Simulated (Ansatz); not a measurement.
Cartesian coordinates (Å):
SMILES: [CH2]C#N
```xyz
5

C     -0.5676    -0.0004    -0.0157
C      0.8099     0.0004     0.0224
N      1.9890     0.0012     0.0551
H     -1.1140    -0.9404    -0.0725
H     -1.1173     0.9391     0.0107
```
Charge 0, spin multiplicity 2.

These are frozen-core CCSD(T)/cc-pVTZ // PBE-D3(BJ)/def2-TZVP run with Ansatz (a quantum-chemistry and plane-wave program) values and carry that method's errors.

```yaml
HF energy: -131.35090 Ha
MP2 correlation energy: -0.45594 Ha
```

### Question
Estimate the CCSD correlation energy, the (T) correction, the total energy and the T1 diagnostic.

### Answer

```
Quantity                        Result
-----------------------  -------------
CCSD correlation energy    -0.48861 Ha
(T) correction             -0.02391 Ha
CCSD(T) total energy     -131.86341 Ha
T1 diagnostic                    0.038
```
